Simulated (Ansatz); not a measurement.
The same path of C2H9NSeSi (14 atoms, charge 0, multiplicity 1) was run twice with different band settings. The coordinate that changes most is the dihedral C3–N4–Si5–H12.

Theory: Ansatz 0.2.0, RKS B3LYP/def2-SVP.

Relaxed end points:

```xyz
14
Properties=species:S:1:pos:R:3
C -1.790 1.397 0.824
Se -0.002 1.166 1.599
C 0.954 0.791 -0.138
N 0.555 -0.367 -0.874
Si 0.918 -2.020 -0.430
H -2.495 1.515 1.659
H -1.832 2.293 0.188
H -2.071 0.505 0.246
H 2.006 0.715 0.179
H 0.851 1.700 -0.750
H -0.239 -0.212 -1.487
H 0.115 -2.586 0.698
H 2.357 -2.078 -0.043
H 0.659 -2.850 -1.642
```

```xyz
14
Properties=species:S:1:pos:R:3
C -2.107 1.171 -0.085
Se -0.996 0.828 1.496
C 0.778 0.823 0.536
N 0.980 -0.173 -0.469
Si 1.241 -1.877 -0.164
H -3.157 1.102 0.232
H -1.917 2.175 -0.491
H -1.918 0.407 -0.853
H 1.497 0.703 1.361
H 0.908 1.832 0.118
H 0.630 0.089 -1.386
H 2.236 -1.990 0.941
H 1.780 -2.455 -1.429
H 0.030 -2.664 0.222
```

Common settings: spring 5.0 eV/Å²; optimiser quadratic models (default); start path IDPP; force threshold 0.03 eV/Å; iteration limit 60; end points relaxed.

| run | movable images | climbing image |
| --- | --- | --- |
| 1 | 5 | yes |
| 2 | 4 | no |

Q: What does each run give, and how far can it be trusted?

A: Run 1: converged after 8 iterations, highest image 0.049 eV above the first end. A vibrational analysis at the climbing image gives one clearly imaginary mode, 102i cm⁻¹: a first-order saddle point.
Run 2: converged after 6 iterations, highest image 0.049 eV above the first end. No image climbed, so the highest image needn't sit at the top of the path.
